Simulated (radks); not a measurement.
Ba31+, 25 electrons, occupied as [Ar] 3d7. Method: non-relativistic Kohn-Sham, PBE, spin-polarised, spherical densities, point nucleus; open shells are filled with parallel spins first (spin-orbit coupling, left out, can overturn this in heavy ions); relativity is left out, which matters for an element this heavy; computed with a radial shooting solver on a logarithmic mesh with Libxc functionals.

Unscreened Slater integrals over Kohn-Sham orbitals (cm^-1). They are taken over the spin-up orbitals. Empty in this configuration: 4s.

F0(3d,3d): 795710
F2(3d,3d): 407550
F4(3d,3d): 262680
F0(3d,3p): 735540
F2(3d,3p): 354100
G1(3d,3p): 381500
G3(3d,3p): 253540
F0(3d,3s): 716670
G2(3d,3s): 276550
F0(3d,4s): 428420
G2(3d,4s): 39323
F0(3p,3p): 699440
F2(3p,3p): 353710
F0(3p,3s): 683470
G1(3p,3s): 442270
F0(3p,4s): 419680
G1(3p,4s): 43087
F0(3s,3s): 670390
F0(3s,4s): 416200
G0(3s,4s): 32329
F0(4s,4s): 339600

Derived for the open shells (J is the average intra-shell exchange parameter used in DFT+U). 3d: Racah B = F2/49 - 5 F4/441 = 5339 cm^-1, C = 35 F4/441 = 20850 cm^-1, C/B = 3.90, F4/F2 = 0.645, J = (F2 + F4)/14 = 47870 cm^-1.
